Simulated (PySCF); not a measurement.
## Where the electron goes

C2H11N3Si.
Z-matrix (Å and degrees, GFN2-xTB geometry), rows numbered from 1:
```
C 
N   1  1.4408
Si  2  1.7179  1  122.63
N   3  1.7249  2  105.64  1   -60.85
N   3  1.7279  2  104.69  1   179.26
C   5  1.4419  3  123.68  2   -69.73
H   1  1.0968  2  112.84  3   -85.29
H   1  1.0866  2  108.23  3    34.45
H   1  1.0928  2  110.22  3   153.50
H   2  1.0078  1  111.89  3   147.90
H   3  1.4757  2  115.46  1    53.34
H   4  1.0058  3  118.26  2  -176.77
H   4  1.0069  3  117.11  2   -41.80
H   5  1.0084  3  115.69  2   147.56
H   6  1.0874  5  108.96  3    37.70
H   6  1.0925  5  110.22  3   156.68
H   6  1.0970  5  112.73  3   -82.20
```

Computed with TDDFT CAM-B3LYP/def2-SVPD, vertical, gas phase, core orbitals frozen in the response (PySCF 2.14.0, density-fitted response routines).

Kohn–Sham orbitals with the atoms that hold most of them (Löwdin shares over 4%, at most four atoms; ? is withheld):

| orbital | ε (eV) | atoms |
| --- | --- | --- |
| HOMO-3 | -11.13 | N2 19%, C1 18%, N5 13%, Si3 10% |
| HOMO-2 | -8.89 | N4 68%, Si3 9%, H12 7%, H13 7% |
| HOMO-1 | -8.03 | ? |
| HOMO | -7.91 | N2 39%, N5 24%, C1 9%, Si3 6% |
| LUMO | 1.28 | ? |
| LUMO+1 | 1.64 | C6 15%, H12 12%, Si3 11%, N4 9% |
| LUMO+2 | 1.76 | C1 29%, H9 11%, H7 9%, H14 8% |

(1) Which atoms hold the LUMO, and with what shares?

(2) Which atoms hold the HOMO-1, and with what shares?

(3) The HOMO–LUMO gap is 9.19 eV. Where does the response calculation put the lowest singlet, and from which orbitals?

Answers

(1) Si3 (bonded to 3 N and H) 24%; C6 (bonded to N and 3 H) 16%; H14 (bonded to N) 9%; H12 (bonded to N) 7%. By element: silicon 24%, hydrogen 17% or more, carbon 16% or more.

(2) N5 (bonded to C, Si and H) 35%; N2 (bonded to C, Si and H) 20%; Si3 (bonded to 3 N and H) 12%; H11 (bonded to Si) 8%. By element: nitrogen 55% or more, silicon 12%, hydrogen 8% or more.

(3) S1 is at 6.02 eV (f = 0.0027), 3.17 eV below the gap, made of HOMO→LUMO (53%), HOMO-1→LUMO (20%), HOMO-1→LUMO+2 (15%). 

Next come S2 at 6.17 eV (f 0.0037), HOMO-1→LUMO (40%), HOMO→LUMO+2 (32%), HOMO→LUMO (10%); S3 at 6.58 eV (f 0.012), HOMO→LUMO+1 (42%), HOMO-1→LUMO+1 (42%); S4 at 6.84 eV (f 0.022), HOMO-2→LUMO+1 (37%), HOMO-2→LUMO (36%), HOMO-1→LUMO+1 (13%); S5 at 6.91 eV (f 0.021), HOMO→LUMO+2 (21%), HOMO→LUMO+1 (20%), HOMO-1→LUMO+1 (18%).

Löwdin shares depend on the basis, the more so with diffuse functions.

Time: 88 s of wall time (grids of density and orbitals included); peak memory 0.96 GiB. Hardware: Arm Neoverse N1, one thread, on a shared host.

One conformer stands for the species.

Without π bonds the low states are Rydberg-like; a valence basis with one diffuse set may place them up to an eV too high.
